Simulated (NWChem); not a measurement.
The numbers come from NWChem runs, not from measurements. System: F2Ge, charge 0, spin multiplicity 1, at a geometry optimised with PBE0/def2-SVP. The structure started from a generated list of species. Level: RHF/def2-TZVP.

Part of the output:

```
             Northwest Computational Chemistry Package (NWChem) 7.3.0
             --------------------------------------------------------

                                NWChem Input Module
                                -------------------

 Scaling coordinates for geometry "geometry" by  1.889725989
 (inverse scale =  0.529177249)

 Turning off AUTOSYM since
 SYMMETRY directive was detected!

                             Geometry "geometry" -> ""
                             -------------------------

 Output coordinates in angstroms (scale by  1.889725989 to convert to a.u.)

  No.       Tag          Charge          X              Y              Z
 ---- ---------------- ---------- -------------- -------------- --------------
    1 Ge                  32.0000     0.00000000     0.00000000    -0.41596400
    2 F                    9.0000     1.31051700     0.00000000     0.73949100
    3 F                    9.0000    -1.31051700     0.00000000     0.73949100

 Effective nuclear repulsion energy (a.u.)     190.8126954100

            Nuclear Dipole moment (a.u.)
            ----------------------------
        X                 Y               Z
 ---------------- ---------------- ----------------
     0.0000000000     0.0000000000    -0.0000188973

      Symmetry information
      --------------------

 Group name             C2v
 Group number             16
 Group order               4
 No. of unique centers     2

      Symmetry unique atoms

     1    2


 Summary of "ao basis" -> "" (spherical)
 ------------------------------------------------------------------------------
       Tag                 Description            Shells   Functions and Types
 ---------------- ------------------------------  ------  ---------------------
 *                         def2-tzvp                  on all atoms

 Summary of "ao basis" -> "ao basis" (spherical)
 ------------------------------------------------------------------------------
       Tag                 Description            Shells   Functions and Types
 ---------------- ------------------------------  ------  ---------------------
 Ge                        def2-tzvp                16       48   6s5p4d1f
 F                         def2-tzvp                11       31   5s3p2d1f

                                 NWChem SCF Module
                                 -----------------

  ao basis        = "ao basis"
  functions       =   110
  atoms           =     3
  closed shells   =    25
  open shells     =     0
  charge          =   0.00
  wavefunction    = RHF
  use symmetry    = T
  symmetry adapt  = T

 Summary of "ao basis" -> "ao basis" (spherical)
 ------------------------------------------------------------------------------
       Tag                 Description            Shells   Functions and Types
 ---------------- ------------------------------  ------  ---------------------
 Ge                        def2-tzvp                16       48   6s5p4d1f
 F                         def2-tzvp                11       31   5s3p2d1f

      Symmetry analysis of basis
      --------------------------

        a1         42
        a2         15
        b1         32
        b2         21

 Forming initial guess at       0.2s

      Superposition of Atomic Density Guess
      -------------------------------------

 Sum of atomic energies:       -2274.14221908

      Non-variational initial energy
      ------------------------------

 Total energy =   -2274.133854
 1-e energy   =   -3554.336435
 2-e energy   =    1089.389885
 HOMO         =      -0.346693
 LUMO         =      -0.034443

      Symmetry analysis of molecular orbitals - initial
      -------------------------------------------------

  Numbering of irreducible representations:

     1 a1          2 a2          3 b1          4 b2

  Orbital symmetries:

     1 a1          2 a1          3 b1          4 a1          5 b2
     6 a1          7 b1          8 a1          9 b1         10 a1
    11 b2         12 a1         13 b1         14 a1         15 a2
    16 b2         17 a1         18 b1         19 a1         20 b1
    21 a1         22 b2         23 a2         24 b1         25 a1
    26 b2         27 b1         28 a1         29 a1         30 b2
    31 a2         32 a1         33 b1         34 a1         35 b2

 Starting SCF solution at       3.6s

 ----------------------------------------------
         Quadratically convergent ROHF

 Convergence threshold     :          1.000E-07
 Maximum no. of iterations :          100
 Final Fock-matrix accuracy:          1.000E-09
 ----------------------------------------------

              iter       energy          gnorm     gmax       time
             ----- ------------------- --------- --------- --------
                 1    -2274.3308791129  1.29D+00  2.82D-01      3.7
                 2    -2274.4089833746  2.85D-01  7.13D-02      3.9
                 3    -2274.4151446402  2.51D-02  7.74D-03      4.2
                 4    -2274.4152340468  2.58D-04  7.08D-05      4.6
                 5    -2274.4152340552  2.79D-08  9.70D-09      5.2

       Final RHF  results
       ------------------

         Total SCF energy =  -2274.415234055244
      One-electron energy =  -3554.794051773925
      Two-electron energy =   1089.566122308687
 Nuclear repulsion energy =    190.812695409994

        Time for solution =      1.6s

       Symmetry analysis of molecular orbitals - final
       -----------------------------------------------

  Numbering of irreducible representations:

     1 a1          2 a2          3 b1          4 b2

  Orbital symmetries:

     1 a1          2 a1          3 b2          4 b1          5 a1
     6 b1          7 a1          8 a1          9 b2         10 b1
    11 a1         12 b1         13 a1         14 a2         15 b2
    16 a1         17 a1         18 b1         19 a1         20 b1
    21 a1         22 b2         23 a2         24 b1         25 a1
    26 b2         27 b1         28 a1         29 a1         30 b2
    31 a2         32 a1         33 b1         34 a1         35 b2

             Final eigenvalues
             -----------------

              1
    1 -405.3034
    2  -52.2065
    3  -46.2943
    4  -46.2929
    5  -46.2922
    6  -26.2691
    7  -26.2691
    8   -7.2521
    9   -5.2278
   10   -5.2235
   11   -5.2209
   12   -1.7129
   13   -1.7095
   14   -1.7016
   15   -1.6977
   16   -1.6930
   17   -1.5556
   18   -1.5283
   19   -0.7573
   20   -0.6660
   21   -0.6522
   22   -0.6423
   23   -0.6198
   24   -0.6103
   25   -0.4325
   26    0.0159
   27    0.1112
   28    0.1478
   29    0.3344
   30    0.3468
   31    0.3481
   32    0.3603
   33    0.3779
   34    0.4170
   35    0.4371

                       ROHF Final Molecular Orbital Analysis
                       -------------------------------------

 Vector   23  Occ=2.000000D+00  E=-6.197877D-01  Symmetry=a2
              MO Center=  1.3D-14,  1.1D-15,  7.1D-01, r^2= 2.2D+00
   Bfn.  Coefficient  Atom+Function         Bfn.  Coefficient  Atom+Function
  ----- ------------  ---------------      ----- ------------  ---------------
    55      0.341437  2 F  py                86     -0.341437  3 F  py
    58      0.301067  2 F  py                89     -0.301067  3 F  py
    61      0.193471  2 F  py                92     -0.193471  3 F  py

 Vector   24  Occ=2.000000D+00  E=-6.102810D-01  Symmetry=b1
              MO Center=  5.6D-15,  1.4D-17,  7.1D-01, r^2= 2.2D+00
   Bfn.  Coefficient  Atom+Function         Bfn.  Coefficient  Atom+Function
  ----- ------------  ---------------      ----- ------------  ---------------
    54      0.314247  2 F  px                85      0.314247  3 F  px
    57      0.274968  2 F  px                88      0.274968  3 F  px
    60      0.172756  2 F  px                91      0.172756  3 F  px
    56     -0.154174  2 F  pz                87      0.154174  3 F  pz

 Vector   25  Occ=2.000000D+00  E=-4.324531D-01  Symmetry=a1
              MO Center=  3.8D-16,  7.9D-17, -7.0D-01, r^2= 2.1D+00
   Bfn.  Coefficient  Atom+Function         Bfn.  Coefficient  Atom+Function
  ----- ------------  ---------------      ----- ------------  ---------------
     6      0.577343  1 Ge s                  5      0.465381  1 Ge s
    18     -0.285667  1 Ge pz                 4     -0.243615  1 Ge s
     3     -0.166960  1 Ge s                 21     -0.167059  1 Ge pz
    56      0.154381  2 F  pz                87      0.154381  3 F  pz

 Vector   26  Occ=0.000000D+00  E= 1.592903D-02  Symmetry=b2
              MO Center= -7.4D-14, -2.9D-14, -5.8D-01, r^2= 3.1D+00
   Bfn.  Coefficient  Atom+Function         Bfn.  Coefficient  Atom+Function
  ----- ------------  ---------------      ----- ------------  ---------------
    20      0.799822  1 Ge py                17      0.360428  1 Ge py
    11     -0.173403  1 Ge py

 Vector   27  Occ=0.000000D+00  E= 1.112254D-01  Symmetry=b1
              MO Center=  1.8D-16,  1.2D-17, -8.3D-01, r^2= 3.9D+00
   Bfn.  Coefficient  Atom+Function         Bfn.  Coefficient  Atom+Function
  ----- ------------  ---------------      ----- ------------  ---------------
    19      1.160868  1 Ge px                53     -0.442343  2 F  s
    84      0.442343  3 F  s                 16      0.270678  1 Ge px
    62      0.196529  2 F  pz                93     -0.196529  3 F  pz

 Vector   28  Occ=0.000000D+00  E= 1.477552D-01  Symmetry=a1
              MO Center=  1.3D-14, -3.4D-14, -3.3D-01, r^2= 4.3D+00
   Bfn.  Coefficient  Atom+Function         Bfn.  Coefficient  Atom+Function
  ----- ------------  ---------------      ----- ------------  ---------------
    21      1.174127  1 Ge pz                 6      0.886133  1 Ge s
    53     -0.579432  2 F  s                 84     -0.579432  3 F  s
    60      0.254051  2 F  px                91     -0.254051  3 F  px
    18      0.200781  1 Ge pz                39     -0.180540  1 Ge d  0

 center of mass
 --------------
 x =   0.00000000 y =   0.00000000 z =  -0.04475416

 moments of inertia (a.u.)
 ------------------
         119.652349524454           0.000000000000           0.000000000000
           0.000000000000         352.692103117600           0.000000000000
           0.000000000000           0.000000000000         233.039753593146

  Mulliken analysis of the total density
  --------------------------------------

    Atom       Charge   Shell Charges
 -----------   ------   -------------------------------------------------------
    1 Ge  32    31.05   2.00  2.00  1.17  0.78  1.00  0.88  5.98  4.40  1.59  0.71  0.23  8.94  1.08  0.10  0.09  0.09
    2 F    9     9.47   0.77  1.20  0.59  1.01  0.35  2.23  2.28  1.03  0.00  0.01  0.00
    3 F    9     9.47   0.77  1.20  0.59  1.01  0.35  2.23  2.28  1.03  0.00  0.01  0.00

       Multipole analysis of the density wrt the origin
       ------------------------------------------------

     L   x y z        total         open         nuclear
     -   - - -        -----         ----         -------
     0   0 0 0     -0.000000      0.000000     50.000000

     1   1 0 0      0.000000      0.000000      0.000000
     1   0 1 0     -0.000000      0.000000      0.000000
     1   0 0 1     -1.072722      0.000000     -0.000019

     2   2 0 0    -23.177496      0.000000    110.396548
     2   1 1 0     -0.000000      0.000000      0.000000
     2   1 0 1     -0.000000      0.000000      0.000000
     2   0 2 0    -16.984121      0.000000      0.000000
     2   0 1 1      0.000000      0.000000      0.000000
     2   0 0 2    -21.354198      0.000000     54.923249

 Task  times  cpu:        5.3s     wall:        5.3s

 Total times  cpu:        5.3s     wall:        5.3s
```

Problem. Write an NWChem input that would produce this output.

Solution. One answer among several that fit: 
```
start mol
memory heap 200 mb stack 900 mb global 1100 mb
geometry units angstroms nocenter noautoz
  Ge     0.000000     0.000000    -0.415964
  F      1.310517     0.000000     0.739491
  F     -1.310517     0.000000     0.739491
  symmetry group C2v
end
basis spherical
  * library def2-tzvp
end
scf
  rhf
  nopen 0
  maxiter 100
  thresh 1e-7
  semidirect memsize 60000000 filesize 0
end
task scf energy
```
